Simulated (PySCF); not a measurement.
# 17O chemical shifts

[PySCF 2.14.0 with density-fitted response routines: GIAO PBE0/pcSseg-1 shieldings; GFN2-xTB structure; averaged over atoms made equivalent by symmetry, fast rotation or ring inversion; no relativistic terms; a single conformation; no solvent]

Shieldings were converted by a linear fit to measured shifts: 17O: δ = 266.70 − 0.911σ (rms 10.7 ppm, 155 shifts, 12.2 ppm with the 3 outliers that the fit left out vs liquid water, solution or neat liquid). A few per cent of atoms miss by over 2 rms, more outside the fitted compound classes.

Question: Give the 17O shifts of `CO[Si@](C)(O)S`, `Cc1ccc([SiH3])c(C(=O)F)c1`, `CO/C(F)=C\NC(C)=O`.

Answer: 
```csv
compound,environment,δ (ppm)
[CH3:1][O:2][Si@:3]([CH3:4])([OH:5])[SH:6],"O5: oxygen bonded to Si, H",26.1
[CH3:1][O:2][Si@:3]([CH3:4])([OH:5])[SH:6],"O2: oxygen bonded to C, Si",-5.4
Cc1ccc([SiH3])c(C(=O)F)c1,carbonyl oxygen,353.9
[CH3:1][O:2]/[C:3]([F:4])=[CH:5]\[NH:6][C:7]([CH3:8])=[O:9],O9: amide-type carbonyl oxygen,355.0
[CH3:1][O:2]/[C:3]([F:4])=[CH:5]\[NH:6][C:7]([CH3:8])=[O:9],O2: ether oxygen,37.8
```

Question: Order these by 17O shift, lowest first.
A. O=C1C=C[C@@H](C2CCC2)C1
B. CCC1=C[C@@H]2O[C@H]1C=C2C
C. [SiH3]O[SiH](O[SiH3])O[SiH3]
D. O=C(F)c1sccc1F
E. CC(C)Oc1ccccc1
F. O=Cc1cnsc1

Answer: C (10.0 ppm, oxygen bonded to 2 Si), E (100.7 ppm, ether oxygen), B (170.1 ppm, ether oxygen), D (349.3 ppm, carbonyl oxygen), A (537.3 ppm, ketone oxygen), F (575.5 ppm, aldehyde oxygen).

In solution the two oxygens of a carboxylic acid give one averaged line by proton exchange, and hydrogen bonding shields acid and N–H amide carbonyl oxygens by tens of ppm; neither is in these numbers.
